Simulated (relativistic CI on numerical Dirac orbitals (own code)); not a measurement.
**Nb2+: resonant inelastic scattering at the L2,3 edge**

Computed with this model: Dirac-Coulomb-Breit CI, orbitals from a KLI potential per configuration, a model potential for QED, valence Slater integrals scaled by 0.7, Kramers-Heisenberg scattering through one core-hole configuration in a parametric crystal field; configurations [Kr] 4d3 → [He] 2s2 2p5 3s2 3p6 3d10 4s2 4p6 4d4; 300 K; core-hole width 1.6 eV; summed over polarisations. Incident energies are the highest absorption maxima for each field (at most a few, so the weaker spin-orbit partner edge can be absent), on the computed scale of the free ion. Intensities are in per cent of the strongest line above 0.02 eV; levels within 1 cm⁻¹ are merged; final levels count from the ground level, the first row holds all elastic scattering, lines under 0.4 are left out and each table stops after 24 rows. The scale of the Slater integrals is a model choice and moves the terms in proportion.

Field parameters in Wybourne normalisation: Oh B⁴₀ = 21Dq, B⁴₄ = √(5/14) B⁴₀. The field is a parameter set, without covalency.

S is read from ⟨S²⟩ = S(S + 1).

Oh, 10Dq = 4700 cm⁻¹:

| Final level (eV) | Degeneracy | Irrep | S | 2372.2 eV | 2466.4 eV |
| --- | --- | --- | --- | --- | --- |
| 0.000 | 4 | Γ8 | 1.50 | 4749.9 | 727.7 |
| 0.567 | 2 | Γ7 | 1.50 | 27.7 | 12.6 |
| 0.575 | 4 | Γ8 | 1.49 | 69.4 | 53.2 |
| 0.593 | 4 | Γ8 | 1.49 | 63.5 | 41.9 |
| 0.607 | 2 | Γ6 | 1.50 | 25.5 | 16.2 |
| 0.938 | 2 | Γ7 | 1.49 | 17.1 | 21.5 |
| 0.950 | 4 | Γ8 | 1.48 | 39.7 | 32.3 |
| 0.989 | 4 | Γ8 | 1.42 | 97.9 | 14.7 |
| 1.026 | 2 | Γ6 | 1.47 | 74.4 | 3.4 |
| 1.134 | 4 | Γ8 | 0.55 | 43.5 | 42.5 |
| 1.203 | 4 | Γ8 | 0.65 | 54.5 | 52.3 |
| 1.210 | 2 | Γ6 | 0.54 | 43.5 | 45.6 |
| 1.542 | 4 | Γ8 | 0.53 | 100.0 | 79.8 |
| 1.551 | 2 | Γ7 | 0.52 | 32.1 | 25.1 |
| 1.576 | 2 | Γ6 | 0.64 | 10.7 | 2.7 |
| 1.657 | 4 | Γ8 | 1.35 | 56.1 | 7.0 |
| 1.665 | 2 | Γ6 | 1.31 | 45.8 | 2.6 |
| 1.719 | 4 | Γ8 | 1.20 | 28.0 | 33.1 |
| 1.721 | 2 | Γ7 | 1.17 | 23.5 | 38.3 |
| 1.744 | 4 | Γ8 | 0.92 | 22.9 | 12.2 |
| 1.757 | 2 | Γ7 | 0.98 | 15.7 | 10.9 |
| 1.766 | 2 | Γ6 | 0.69 | 9.2 | 4.9 |
| 1.850 | 4 | Γ8 | 0.68 | 14.8 | 12.6 |
| 1.948 | 4 | Γ8 | 0.55 | 3.3 | 2.9 |

Oh, 10Dq = 10650 cm⁻¹:

```csv
Final level (eV),Degeneracy,Irrep,S,2371.9 eV,2466.1 eV
0.000,4,Γ8,1.50,2056.3,419.1
1.138,4,Γ8,0.67,6.8,43.3
1.203,4,Γ8,0.56,10.6,27.5
1.220,2,Γ6,0.65,10.2,32.5
1.299,2,Γ7,1.50,35.8,11.9
1.316,4,Γ8,1.48,100.0,49.5
1.356,2,Γ6,1.42,46.6,7.4
1.363,4,Γ8,1.39,88.9,7.9
1.739,4,Γ8,0.60,36.9,48.4
1.749,2,Γ7,0.72,20.1,41.4
1.916,4,Γ8,1.46,24.7,21.1
1.923,2,Γ6,1.48,43.0,1.2
1.929,2,Γ7,1.38,16.4,4.0
1.930,4,Γ8,1.49,53.3,6.3
2.302,2,Γ6,0.54,0.9,0.4
2.472,2,Γ7,0.51,2.9,3.7
2.481,4,Γ8,0.51,8.8,6.1
2.488,2,Γ6,0.51,1.7,1.4
2.534,4,Γ8,0.53,2.0,1.9
2.662,4,Γ8,0.54,0.7,0.6
2.901,4,Γ8,0.90,8.3,7.7
2.907,2,Γ6,0.77,5.3,3.8
2.974,2,Γ7,1.49,2.8,3.4
2.983,4,Γ8,1.48,5.7,5.4
```

Oh, 10Dq = 16550 cm⁻¹:

```csv
Final level (eV),Degeneracy,Irrep,S,2372.1 eV,2466.1 eV
0.000,4,Γ8,1.50,1380.6,331.7
1.179,4,Γ8,0.51,7.4,23.2
1.227,4,Γ8,0.51,14.8,22.7
1.245,2,Γ6,0.51,12.7,22.3
1.841,4,Γ8,0.55,40.3,46.3
1.867,2,Γ7,0.54,18.2,31.6
2.034,2,Γ7,1.48,43.8,9.6
2.052,4,Γ8,1.47,100.0,31.7
2.072,4,Γ8,1.49,89.4,17.8
2.074,2,Γ6,1.50,45.6,12.4
2.696,2,Γ6,1.48,41.2,1.5
2.708,4,Γ8,1.50,51.3,9.9
2.709,2,Γ7,1.49,14.8,12.8
2.709,4,Γ8,1.50,29.4,26.0
3.218,2,Γ7,0.50,1.4,1.5
3.222,2,Γ6,0.50,1.3,1.0
3.224,4,Γ8,0.50,6.0,3.6
3.268,4,Γ8,0.51,1.6,1.2
3.700,2,Γ6,0.51,3.5,2.3
3.708,4,Γ8,0.51,6.1,4.4
4.077,2,Γ7,0.53,0.7,1.6
4.112,4,Γ8,0.52,1.5,1.8
4.370,4,Γ8,1.49,2.7,1.5
4.372,2,Γ7,1.48,1.4,0.6
```

For the first field the strongest loss at the lowest incident energy is the level at 1.54 eV (S = 0.53, against 1.50 in the thermal ground state). Levels of other spin, the first over 8 % at 1.13 eV, appear because spin-orbit coupling of the core hole, and in heavier ions of the valence shell too, mixes spins.
